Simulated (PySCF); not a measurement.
## Trend along the fourth-period p block: MBe cations

MP2 with double-zeta basis sets in PySCF, for the lowest determinant that a PBE0 search found; no spin–orbit coupling. De refers to high-spin ground-configuration atoms (the charge goes to the atom of lower measured ionisation energy or higher electron affinity, which is not always the lowest computed limit).

| M | basis | reference, frozen orbitals | charged atom | state (unpaired electrons) | Re (Å) | ωe (cm⁻¹) | De (eV) |
| --- | --- | --- | --- | --- | --- | --- | --- |
| Ga | cc-pVDZ/cc-pVDZ-PP | RHF, 4 | Ga+ | singlet (closed shell) | 2.879 | 218 | 0.54 |
| Ge | pcseg-1 | UHF, 9 | Ge+ | doublet (π ↑) | 2.399 | 376 | 1.50 |
| Se | pcseg-1 | UHF, 9 | Be+ | doublet (π ↑) | 2.004 | 718 | 2.46 |
| Br | x2c-SVPall | RHF, 9 | Be+ | singlet (closed shell) | 1.900 | 832 | 3.50 |

The shortest bond is that of BeBr⁺ (1.900 Å), the longest that of BeGa⁺ (2.879 Å). BeBr⁺ is bound most strongly (3.50 eV) and BeGa⁺ least (0.54 eV).

The rows differ in basis set, which adds steps of its own.

The state changes along the series, so neighbouring rows are not always alike in their bonding.

Correlated steps freeze the inner cores (4 to 9 orbitals); shallow outer-core shells are correlated. Correlated levels converge slowly with the basis: in double zeta they bind strong bonds too weakly, by up to about 1 eV, and carry superposition errors of some tenths. For an ion De counts to the pair picked by the measured ionisation energies or electron affinities, which need not be the lowest pair at this level. Where the molecule has an RHF reference, its open-shell atoms are computed with UHF. States were picked by a PBE0 search and need not be the measured ground states.
